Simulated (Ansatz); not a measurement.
Cd₉S₈Cl₂⁻. Charge -1, multiplicity 2. Geometry PBE-D4/def2-SVP.

Cartesian coordinates in Å:
```
S -1.092 3.058 -3.472
S -1.041 -1.408 -2.771
S 3.088 0.883 2.594
S 1.230 -2.879 0.953
S 0.194 1.203 -0.069
S -3.917 0.498 -0.785
S -1.464 -0.203 3.417
S -3.264 -2.759 1.196
Cd 0.758 2.961 -2.010
Cd 2.827 1.364 0.158
Cd 0.716 -1.284 -0.977
Cd -1.861 1.091 -2.182
Cd -2.761 -1.910 -1.077
Cd 3.402 -1.669 1.793
Cd 0.620 0.675 2.477
Cd -0.936 -2.404 1.997
Cd -2.940 -0.015 1.402
Cl 3.119 3.468 -1.303
Cl 3.321 -0.670 -1.340
```

In the def2 sets Cd takes a core potential; there is no spin–orbit coupling. Single mean-field runs in def2-TZVP are fitted with def2-universal-jkfit.

(1) Estimate the α-spin orbital energies around the gap (eV) in Ansatz with PBE-D4/def2-TZVP, PBE0-D4/def2-TZVP.

Answers

(1) 
```json
{"orbital": "HOMO−5", "PBE-D4/def2-TZVP": "-3.40", "PBE0-D4/def2-TZVP": "-4.47"}
{"orbital": "HOMO−4", "PBE-D4/def2-TZVP": "-3.33", "PBE0-D4/def2-TZVP": "-4.35"}
{"orbital": "HOMO−3", "PBE-D4/def2-TZVP": "-3.19", "PBE0-D4/def2-TZVP": "-4.23"}
{"orbital": "HOMO−2", "PBE-D4/def2-TZVP": "-2.93", "PBE0-D4/def2-TZVP": "-3.95"}
{"orbital": "HOMO−1", "PBE-D4/def2-TZVP": "-2.70", "PBE0-D4/def2-TZVP": "-3.76"}
{"orbital": "HOMO", "PBE-D4/def2-TZVP": "-1.73", "PBE0-D4/def2-TZVP": "-2.46"}
{"orbital": "LUMO", "PBE-D4/def2-TZVP": "-0.50", "PBE0-D4/def2-TZVP": "0.18"}
{"orbital": "LUMO+1", "PBE-D4/def2-TZVP": "-0.09", "PBE0-D4/def2-TZVP": "0.64"}
{"orbital": "LUMO+2", "PBE-D4/def2-TZVP": "0.16", "PBE0-D4/def2-TZVP": "0.94"}
{"orbital": "LUMO+3", "PBE-D4/def2-TZVP": "0.28", "PBE0-D4/def2-TZVP": "1.07"}
{"orbital": "LUMO+4", "PBE-D4/def2-TZVP": "0.34", "PBE0-D4/def2-TZVP": "1.16"}
{"orbital": "LUMO+5", "PBE-D4/def2-TZVP": "0.44", "PBE0-D4/def2-TZVP": "1.20"}
{"orbital": "β HOMO", "PBE-D4/def2-TZVP": "-2.70", "PBE0-D4/def2-TZVP": "-3.76"}
{"orbital": "β LUMO", "PBE-D4/def2-TZVP": "-1.16", "PBE0-D4/def2-TZVP": "-0.35"}
```
